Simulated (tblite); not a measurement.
Species: C6H5O3 (doublet state).
Numbering: `[CH3:1][O:2][C:3](=[O:4])[C:5]1=[CH:6][CH:7][C:8]1=[O:9]` (hydrogens: H10, H11, H12 on C1; H13 on C6; H14 on C7)

Computed geometry: GFN2-xTB, gas phase. This method treats the open shell by occupation alone, without spin polarisation.

Question: What internal coordinates does the optimisation give?

Answer: 
```csv
bond,length (Å)
C1–O2,1.417
O2–C3,1.343
C3=O4,1.214
C3–C5,1.445
C5=C6,1.421
C6–C7,1.380
C7–C8,1.505
C8=O9,1.189
C5–C8,1.509
"C1–H10, C1–H11, C1–H12",1.091
C6–H13,1.074
C7–H14,1.072
```

Bonds in one row agree within 0.01 Å and their mean is given. A selection of angles:
```csv
angle,degrees
C1–O2–C3,115.8
O2–C3–O4,123.9
O2–C3–C5,111.9
O4–C3–C5,124.2
C3–C5–C6,133.6
C3–C5–C8,137.9
C6–C5–C8,88.5
C5–C6–C7,94.9
C6–C7–C8,90.2
C7–C8–O9,136.4
C5–C8–C7,86.4
C5–C8–O9,137.2
```

Torsions: C1–O2–C3–O4 0° (synperiplanar); O2–C3–C5–C6 180° (antiperiplanar); C3–C5–C6–C7 180° (antiperiplanar); C5–C6–C7–C8 0° (synperiplanar); C6–C7–C8–O9 180° (antiperiplanar); C3–C5–C8–C7 180° (antiperiplanar).

The 4-membered ring C5–C6–C7–C8 has internal angles of 86.4° to 94.9° (sum 360°, against 360° for a flat polygon); it is planar, 0.00 Å rms from its mean plane, widest ring torsion 0°. The 9 heavy atoms lie in one plane (0.001 Å rms). The C–C distances run from 1.380 Å (C6–C7, drawn single in a drawing that doesn't fit all lengths) to 1.509 Å (C5–C8, drawn single in a drawing that doesn't fit all lengths), a spread of 0.129 Å. C5 (carbon bonded to 3 C) is planar (angles 137.9°, 133.6° and 88.5°, sum 360.0°, 0.00 Å off the plane of its three neighbours). Of the pairs four or more bonds apart, O4···H12 is among the closest relative to their van der Waals radii: 2.64 Å, 97 % of the sum of Bondi's values. The C–O distances run from 1.189 Å (C8=O9, drawn double in a drawing that doesn't fit all lengths) to 1.417 Å (C1–O2, drawn single in a drawing that doesn't fit all lengths), a spread of 0.228 Å. C7 (carbon bonded to 2 C and H) is planar (angles 134.9°, 134.9° and 90.2°, sum 360.0°, 0.00 Å off the plane of its three neighbours).

Point group: Cs (every atom within 0.08 Å of its image). Its GFN2-xTB frequencies are all real (lowest 51 cm⁻¹). 3 starts were optimised and ended at 0.00, 0.01 and 1.18 kcal/mol (GFN2-xTB); the lowest of these is shown.

One conformer stands for the species.
